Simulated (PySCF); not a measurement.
C3H5N3, SMILES N=c1[nH]cc[nH]1. Atoms are numbered in the order given.

```xyz
11

N     -0.1319     2.0735     0.0000
C     -0.0187     0.7957     0.0000
N     -1.0910    -0.0897     0.0000
C     -0.6593    -1.4130     0.0000
C      0.6946    -1.3970     0.0000
N      1.0892    -0.0550     0.0000
H      0.7810     2.5289     0.0000
H     -2.0447     0.2416     0.0000
H     -1.3495    -2.2510     0.0000
H      1.4083    -2.2150     0.0000
H      2.0411     0.2803     0.0000
```
Charge 0, spin multiplicity 1.

The structure is a stationary point at B3LYP-D3(BJ)/def2-SVP.

These are PBE/def2-TZVP run with PySCF values and carry that method's errors.

Gas-phase values at a fixed geometry.

```
Property                                                                                                        Result
---------------------------------------------------------------------------------------------  -----------------------
total energy                                                                                        -281.34143 hartree
point group                                                                                                         Cs
highest occupied level                                                                                        -4.13 eV
lowest empty level                                                                                            -0.07 eV
orbital gap                                                                                                    4.05 eV
dipole moment                                                                                                   3.12 D
quadrupole, principal values (traceless, Buckingham form, about the centre of nuclear charge)  -8.89, -6.86, 15.75 D·Å
mean static polarisability                                                                        56.8 bohr³ (8.41 Å³)
polarisability, principal values                                                                34.6, 59.9, 75.9 bohr³
```
